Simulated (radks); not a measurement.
Values are calculated unless marked as measured or tabulated.
All-electron atom: La16+ in [Kr] 4d5. Level of theory: Dirac Kohn-Sham, PBE, spin-unpolarised, spherical densities, finite nucleus; open shells fill j = l - 1/2 first; Fermi nuclear charge, rms radius 4.855 fm (a radial shooting solver on a logarithmic mesh with Libxc functionals).

Radial electron density D(r) = 4 pi r^2 rho(r):

r (bohr)  D(r) (e/bohr)
0.002384          10.84
0.003079          15.95
0.003946          22.68
0.005056          31.38
0.006479          41.90
0.008303          53.53
0.01064           64.66
0.01363           72.98
0.01747           76.17
0.02239           73.64
0.02892           68.28
0.03706           67.20
0.0475            75.61
0.06086           90.15
0.07799           97.45
0.09995           87.89
0.1281            72.55
0.1641            72.53
0.2103            82.60
0.2717            72.25
0.3482            42.62
0.4461            27.05
0.5717            28.41
0.7326            22.47
0.9388            9.275
1.203             1.828
1.542            0.1535
1.976          0.004515

D(r) has 4 maxima, at r = 0.0176, 0.0768, 0.221, 0.581 bohr, and minima at 0.0342, 0.144, 0.468 bohr, inside which lie 2.03, 11.15, 29.18 electrons.
